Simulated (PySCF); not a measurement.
SiFCl2Br, SMILES Cl[Si](F)(Br)Cl.

Geometry: ωB97X-D3(BJ)/def2-SVP.

Two levels are set side by side: TDA-PBE/def2-SVPD (PySCF) and TDA-ωB97X/def2-SVPD (PySCF). Vertical, same geometry. The lowest singlet is HOMO→LUMO 99 % with PBE and HOMO→LUMO 85 % with the other functional; states are paired by order. Differences are taken from unrounded values.

| quantity | TDA-ωB97X |
|---|---|
| lowest singlet excitation (eV) | 7.26 |
| lowest triplet excitation (TDA) (eV) | 6.69 |

Q: What does TDA-PBE give, and how far is it from TDA-ωB97X? (Estimate from the structure and the level; the computed values follow.)

A: 
```csv
quantity,TDA-PBE,TDA-PBE minus TDA-ωB97X
lowest singlet excitation (eV),6.12,-1.14
lowest triplet excitation (TDA) (eV),5.75,-0.94
```

Functionals without exact exchange tend to place singlet excitations lower, as here. Differences between two approximate levels are no errors against the true value.

Rough cost on one machine, each run with all the roots and properties that it gave: TDA-ωB97X against TDA-PBE about 6 times.
